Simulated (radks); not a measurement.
Polarisability of neutral silver, [Kr] 4d10 5s1, at imaginary frequency. Method: scalar-relativistic Kohn-Sham, LB94 model potential, spin-polarised, spherical densities, finite nucleus; open shells are filled with parallel spins first (spin-orbit coupling, left out, can overturn this in heavy ions); Fermi nuclear charge, rms radius 4.5454 fm; computed with a radial shooting solver on a logarithmic mesh with Libxc functionals. Response by self-consistent Sternheimer equations with the Hartree and adiabatic LDA kernel, the relativistic mass of each level held fixed and spin-orbit coupling left out.

| w (hartree) | alpha1(iw) (bohr^3) | alpha2(iw) (bohr^5) |
|---|---|---|
| 0.00266 | 33.34 | 243.0 |
| 0.0143 | 33.20 | 242.4 |
| 0.0360 | 32.46 | 238.9 |
| 0.0697 | 30.34 | 228.8 |
| 0.118 | 26.32 | 208.3 |
| 0.186 | 21.02 | 176.4 |
| 0.280 | 15.79 | 136.7 |
| 0.413 | 11.47 | 96.56 |
| 0.605 | 8.151 | 62.91 |
| 0.892 | 5.611 | 38.25 |
| 1.35 | 3.624 | 21.65 |
| 2.12 | 2.081 | 11.10 |
| 3.59 | 0.9786 | 4.826 |
| 6.94 | 0.3385 | 1.547 |
| 17.5 | 0.07398 | 0.2720 |

Static values: alpha1 = 33.34 bohr^3 (4.941 angstrom^3; uncoupled 54.87), alpha2 = 243.1 bohr^5, alpha3 = 3499 bohr^7. C6 = 244.7, C8 = 9457, triple-dipole C9 = 5352 atomic units. One-pole (London) frequency 4 C6 / (3 alpha1^2) = 0.294 hartree, against 0.338 for minus the highest occupied eigenvalue. Recommended static value: 55 bohr^3 (Schwerdtfeger and Nagle, 2023 table).
